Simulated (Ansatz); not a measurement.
Gas-phase electronic energies from Ansatz, PBE0-D4/def2-TZVP geometries. CCSD(T)/CBS is the MP2 limit (def2-TZVPP, def2-QZVPP) plus CCSD(T) − MP2 in def2-TZVPP, frozen cores. This one scheme is used for every species. DFT in def2-TZVPP. B3LYP here is the variant with VWN-RPA as its local correlation; programs differ in this. One conformer a species, not always the lowest.

Reaction (ligand exchange at a B–C bond): `C[BH][AlH2]` + `O[SiH3]` → `[AlH2][BH]O[SiH3]` + CH₄

```tsv
level	ΔE (kJ/mol)
BLYP-D4	-140.6
r2SCAN	-131.7
B3LYP	-137.2
MP2/def2-QZVPP	-135.6
```

**Question.** What does CCSD(T)/CBS give? (Estimate.)

**Answer.** Computed: -134.1 kJ/mol. The listed levels differ from it by -6.5, 2.4, -3.1, -1.5 kJ/mol.

Largest T1 diagnostic among the species: 0.013.

Leaving LDA and LC-ωPBE aside and taking each functional with its dispersion term where it has one, the values, not all of them listed here, spread over 11.4 kJ/mol, from BHLYP-D4 to revPBE-D4. At CCSD(T), def2-SVP lies −19.6 kJ/mol from the extrapolated value and def2-TZVPP −2.2 kJ/mol.
